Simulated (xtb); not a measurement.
xtb input (GFN1-xTB):

```bash
xtb mol.xyz --gfn 1 --sp --chrg 1 --uhf 0
```
mol.xyz:
```
11

Si     0.73898287     0.26936144     0.64122572
Cl     1.64281831    -1.30966917    -0.21015980
Cl     0.43227763     1.82615936    -0.59422033
N     -0.97376412    -0.35164648     1.03265015
Si    -2.18720817    -0.56757647    -0.40771012
H      1.32065914     0.65472568     1.92474267
H     -1.40317531     0.27824762     1.71695889
H     -3.13619132    -1.56027787     0.11198291
H     -1.34576924    -1.04398442    -1.50910972
H     -2.74259553     0.77743875    -0.58324692
H     -0.87805534    -1.24994751     1.51536526
```

Output:

```
           -------------------------------------------------
          |                Calculation Setup                |
           -------------------------------------------------

           -------------------------------------------------
          |                 G F N 1 - x T B                 |
           -------------------------------------------------

        Reference                      10.1021/acs.jctc.7b00118
      * Hamiltonian:
        H0-scaling (s, p, d)           1.850000    2.250000    2.000000
        zeta-weighting                 0.000000
      * Dispersion:
        s8                             2.400000
        a1                             0.630000
        a2                             5.000000
        s9                             0.000000
      * Repulsion:
        kExp                           1.500000
        rExp                           1.000000
      * Coulomb:
        alpha                          2.000000
        third order                    atomic
        anisotropic                    false
      * Halogen bond correction:
        rad-scale                      1.300000
        damping                        0.440000

          ...................................................
          :                      SETUP                      :
          :.................................................:
          :  # basis functions                  56          :
          :  # atomic orbitals                  52          :
          :  # shells                           26          :
          :  # electrons                        32          :
          :  # halogen bonds                     2          :
          :  max. iterations                   250          :
          :  Hamiltonian                  GFN1-xTB          :
          :  restarted?                      false          :
          :  GBSA solvation                  false          :
          :  PC potential                    false          :
          :  electronic temp.          300.0000000     K    :
          :  accuracy                    1.0000000          :
          :  -> integral cutoff          0.2500000E+02      :
          :  -> integral neglect         0.1000000E-07      :
          :  -> SCF convergence          0.1000000E-05 Eh   :
          :  -> wf. convergence          0.2000000E-04 e    :
          :  Broyden damping             0.4000000          :
          :  net charge                          1          :
          :  unpaired electrons                  0          :
          ...................................................

 iter      E             dE          RMSdq      gap      omega  full diag
   1    -18.4893994 -0.184894E+02  0.634E+00    6.02       0.0  T
   2    -18.5242908 -0.348915E-01  0.351E+00    5.75       1.0  T
   3    -18.5188615  0.542930E-02  0.106E+00    5.98       1.0  T
   4    -18.5284337 -0.957217E-02  0.358E-01    6.03       1.0  T
   5    -18.5293832 -0.949550E-03  0.751E-02    6.08       1.0  T
   6    -18.5294232 -0.399687E-04  0.286E-02    6.02       1.1  T
   7    -18.5294283 -0.514489E-05  0.902E-03    6.03       3.3  T
   8    -18.5294283  0.727272E-07  0.342E-03    6.03       8.8  T
   9    -18.5294284 -0.137807E-06  0.512E-04    6.03      58.9  T
  10    -18.5294284 -0.256809E-08  0.378E-05    6.03     796.7  T
  11    -18.5294284 -0.108571E-10  0.154E-05    6.03    1954.8  T

   *** convergence criteria satisfied after 11 iterations ***

         #    Occupation            Energy/Eh            Energy/eV
      -------------------------------------------------------------
         1        2.0000           -1.0814579             -29.4280
       ...           ...                  ...                  ...
        10        2.0000           -0.6473115             -17.6142
        11        2.0000           -0.6377706             -17.3546
        12        2.0000           -0.6337429             -17.2450
        13        2.0000           -0.6323024             -17.2058
        14        2.0000           -0.6305255             -17.1575
        15        2.0000           -0.6205282             -16.8854
        16        2.0000           -0.6179801             -16.8161 (HOMO)
        17                         -0.3963761             -10.7859 (LUMO)
        18                         -0.3611017              -9.8261
        19                         -0.3583986              -9.7525
        20                         -0.3417196              -9.2987
        21                         -0.3173649              -8.6359
       ...                                ...                  ...
        52                          1.3454307              36.6110
      -------------------------------------------------------------
                  HL-Gap            0.2216040 Eh            6.0302 eV
             Fermi-level           -0.5071781 Eh          -13.8010 eV

 SCC (total)                   0 d,  0 h,  0 min,  0.015 sec
 SCC setup                      ...        0 min,  0.000 sec (  0.718%)
 Dispersion                     ...        0 min,  0.000 sec (  0.217%)
 classical contributions        ...        0 min,  0.000 sec (  0.179%)
 integral evaluation            ...        0 min,  0.004 sec ( 25.166%)
 iterations                     ...        0 min,  0.004 sec ( 27.252%)
 molecular gradient             ...        0 min,  0.007 sec ( 45.567%)
 printout                       ...        0 min,  0.000 sec (  0.807%)

         :::::::::::::::::::::::::::::::::::::::::::::::::::::
         ::                     SUMMARY                     ::
         :::::::::::::::::::::::::::::::::::::::::::::::::::::
         :: total energy             -18.427997499616 Eh    ::
         :: gradient norm              0.035900432606 Eh/a0 ::
         :: HOMO-LUMO gap              6.030151260732 eV    ::
         ::.................................................::
         :: SCC energy               -18.529428412795 Eh    ::
         :: -> electrostatic           0.093769437725 Eh    ::
         :: repulsion energy           0.107105426539 Eh    ::
         :: dispersion energy         -0.005674513360 Eh    ::
         :: halogen bond corr.         0.000000000000 Eh    ::
         :: add. restraining           0.000000000000 Eh    ::
         :: total charge               1.000000000000 e     ::
         :::::::::::::::::::::::::::::::::::::::::::::::::::::

           -------------------------------------------------
          |                Property Printout                |
           -------------------------------------------------

    * Orbital Energies and Occupations

         #    Occupation            Energy/Eh            Energy/eV
      -------------------------------------------------------------
         1        2.0000           -1.0814579             -29.4280
       ...           ...                  ...                  ...
         4        2.0000           -0.8072491             -21.9664
         5        2.0000           -0.7734037             -21.0454
         6        2.0000           -0.7592296             -20.6597
         7        2.0000           -0.7012060             -19.0808
         8        2.0000           -0.6651964             -18.1009
         9        2.0000           -0.6532343             -17.7754
        10        2.0000           -0.6473115             -17.6142
        11        2.0000           -0.6377706             -17.3546
        12        2.0000           -0.6337429             -17.2450
        13        2.0000           -0.6323024             -17.2058
        14        2.0000           -0.6305255             -17.1575
        15        2.0000           -0.6205282             -16.8854
        16        2.0000           -0.6179801             -16.8161 (HOMO)
Note: The following floating-point exceptions are signalling: IEEE_DENORMAL
normal termination of xtb
        17                         -0.3963761             -10.7859 (LUMO)
        18                         -0.3611017              -9.8261
        19                         -0.3583986              -9.7525
        20                         -0.3417196              -9.2987
        21                         -0.3173649              -8.6359
        22                         -0.3059643              -8.3257
        23                         -0.2916047              -7.9350
        24                         -0.2799053              -7.6166
        25                         -0.2415014              -6.5716
        26                         -0.2308731              -6.2824
        27                         -0.2285575              -6.2194
       ...                                ...                  ...
        52                          1.3454307              36.6110
      -------------------------------------------------------------
                  HL-Gap            0.2216040 Eh            6.0302 eV
             Fermi-level           -0.5071781 Eh          -13.8010 eV

  Mulliken/CM5 charges         n(s)   n(p)   n(d)
     1Si    0.44690  0.27603   1.123  1.368  1.062
     2Cl    0.02213  0.07058   1.880  5.109 -0.011
     3Cl    0.02406  0.07299   1.881  5.106 -0.011
     4N    -0.37598 -0.79987   1.489  3.887  0.000
     5Si    0.46372  0.22195   1.338  1.620  0.579
     6H    -0.01170  0.07779   1.012  0.000  0.000
     7H     0.25813  0.45192   0.742  0.000  0.000
     8H    -0.02611  0.06008   1.026  0.000  0.000
     9H    -0.02907  0.05904   1.029  0.000  0.000
    10H    -0.02745  0.05980   1.027  0.000  0.000
    11H     0.25536  0.44968   0.745  0.000  0.000

Wiberg/Mayer (AO) data.
largest (>0.10) Wiberg bond orders for each atom

 ---------------------------------------------------------------------------
     #   Z sym  total        # sym  WBO       # sym  WBO       # sym  WBO
 ---------------------------------------------------------------------------
     1  14 Si   4.807 --     2 Cl   1.522     3 Cl   1.500     6 H    0.911
                             4 N    0.745
     2  17 Cl   1.634 --     1 Si   1.522
     3  17 Cl   1.637 --     1 Si   1.500
     4   7 N    3.414 --    11 H    0.879     7 H    0.877     5 Si   0.827
                             1 Si   0.745
     5  14 Si   3.782 --    10 H    0.922     8 H    0.920     9 H    0.919
                             4 N    0.827
     6   1 H    0.994 --     1 Si   0.911
     7   1 H    0.939 --     4 N    0.877
     8   1 H    0.993 --     5 Si   0.920
     9   1 H    0.994 --     5 Si   0.919
    10   1 H    0.993 --     5 Si   0.922
    11   1 H    0.944 --     4 N    0.879
 ---------------------------------------------------------------------------

Topologies differ in total number of bonds
Writing topology from bond orders to xtbtopo.mol

 dipole moment from electron density (au)
     X       Y       Z
  -1.6849  -0.5434   1.8468  total (Debye):    6.502

           -------------------------------------------------
          | TOTAL ENERGY              -18.427997499616 Eh   |
          | GRADIENT NORM               0.035900432606 Eh/α |
          | HOMO-LUMO GAP               6.030151260732 eV   |
           -------------------------------------------------

------------------------------------------------------------------------
------------------------------------------------------------------------
 total:
 SCF:
```

It need not be the lowest isomer of its formula.
